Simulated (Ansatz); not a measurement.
Reactions of C$_{2}$H$_{6}$GeO, SMILES `C=[C](O)[GeH3]`.

Isolated molecules relaxed with PBE0-D4/def2-TZVP in Ansatz; ΔE leaves out vibrations. CCSD(T)/CBS adds triple-zeta CCSD(T) − MP2 to the extrapolated MP2 energy (def2 sets, frozen cores). This one scheme is used for every species, atoms too. For atomizations the MP2-based limit and the directly extrapolated one differ by several kJ/mol either way, and by 10 to 25 for some Ge, Se and Sn compounds, so smaller differences from it don't rank the levels. No spin–orbit coupling; open shells (•) take unrestricted orbitals. Spin–orbit coupling would lower the free atoms: a little for C, O; clearly for Ge. For Ge, Se outer-core shells are correlated without core-valence functions, so the limit isn't a true one: a few kJ/mol of doubt a bond, and 10 to 20 or more in all where bonds break to atoms. Scalar relativity is left out up to krypton. Each species was taken in one conformer, which may not be the lowest.

```
                                            reaction  CCSD/CBS(def2) (kJ/mol)  MP2/CBS(def2) (kJ/mol)  CCSD(T)/CBS(def2) (kJ/mol)
        `C=[C](O)[GeH3]` + H₂ → `C=[CH][GeH3]` + H₂O                      -98                     -92                         -92
           `C=[C](O)[GeH3]` + H–F → `C=C(O)F` + GeH₄                       36                      50                          40
           `C=[C](O)[GeH3]` → 2 C• + Ge• + 6 H• + O•                     3485                    3579                        3541
          `C=[C](O)[GeH3]` + HCl → `C=C(O)Cl` + GeH₄                       39                      37                          39
`C=[C](O)[GeH3]` + H₂Se → `C=[C]([GeH3])[SeH]` + H₂O                      -40                     -54                         -42
```

Largest T1 diagnostic: 0.012, for `C=[C](O)[GeH3]`.
